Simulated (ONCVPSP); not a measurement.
## PBE ONCV dataset for Pt (Z = 78), fully relativistic all-electron reference.

```
Element                 : Pt (Z = 78)
Generator               : ONCVPSP 4.0.1
Type                    : optimised norm-conserving Vanderbilt (ONCV)
Functional              : PBE
Relativity              : fully relativistic
Frozen core             : [Kr] 4d10 4f14
Valence charge          : 18
Reference configuration : 5s2 5p6 5d9 6s1
Partial waves           : 5s+6s: rc 1.35 bohr, ncon 5, nbas 10, qcut 7.1 1/bohr, 2 projectors; 5p: rc 1.05 bohr, ncon 3, nbas 5, qcut 6.4 1/bohr, 2 projectors, debl 3.8 Ha; 5d: rc 1.65 bohr, ncon 4, nbas 7, qcut 6.5 1/bohr, 2 projectors, debl 2.4 Ha
Local potential         : polynomial inside 0.95 bohr (lpopt 2, dvloc0 2 Ha)
Core correction         : Teter function, fcfact 2.75, rcfact 1.6
```

Open shells are filled in proportion to 2j + 1.

Question: Does this generation succeed?

Answer: No. ONCVPSP 4.0.1 stopped with "test_data: must have ncon+3 <= nbas <= ncon+5, l= 1": the input breaks a rule of the program on the basis size: nbas must lie between ncon + 3 and ncon + 5.
